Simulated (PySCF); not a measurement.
# One change to the structure, seen by NMR

Starting compound: `CC/C=C/[SiH2][SiH3]`, C₄H₁₂Si₂.

¹H NMR (400 MHz, computed): δ 6.54 (m, 1H), 5.80 (m, 1H), 4.29 (m, 2H), 3.38 (t, 3H), 2.23 (m, 2H), 1.07 (t, 3H). ¹³C{¹H} NMR (computed): δ 163.4 (CH), 125.1 (CH), 37.4 (CH2), 16.8 (CH3).

In vacuum, single conformer, fast rotation and ring inversion assumed for equivalent nuclei, non-relativistic. Shieldings: GIAO PBE0/pcSseg-1; geometry from GFN2-xTB; PySCF.

Referencing at the same level of theory: ¹H (σref 31.72), ¹³C (σref 186.93) vs TMS. Where no couplings were computed, multiplicities follow the n + 1 count of equivalent neighbours, and m marks all less simple cases (inequivalent or close neighbours, rings, F or P nearby). Shifts are as computed. Against solution values, carbons near 30 ppm lie about +3 ppm off and those near 130 ppm about +5 ppm. Of 1309 compounds with measured shifts, 239 miss one by over three times the rms of a fit or turn the order of signals round; such compounds aren't used in these exercises.

Task: What are the spectra after this edit: SiH2 inserted into a C-C bond, giving `C[SiH2]C/C=C/[SiH2][SiH3]`?

Result: ¹H NMR (400 MHz, computed): δ 6.47 (m, 1H), 5.61 (m, 1H), 4.33 (m, 2H), 4.14 (m, 2H), 3.41 (t, 3H), 1.94 (m, 2H), 0.09 (t, 3H). ¹³C{¹H} NMR (computed): δ 157.0 (CH), 124.2 (CH), 28.0 (CH2), -9.0 (CH3).

Task: What are the spectra after this edit: H on C replaced by CH3, giving `CC(C)/C=C/[SiH2][SiH3]`?

Result: ¹H NMR (400 MHz, computed): δ 6.34 (m, 1H), 5.78 (m, 1H), 4.28 (m, 2H), 3.39 (t, 3H), 2.20 (m, 1H), 1.05 (d, 6H). ¹³C{¹H} NMR (computed): δ 168.7 (CH), 123.1 (CH), 43.7 (CH), 24.9 (CH3).
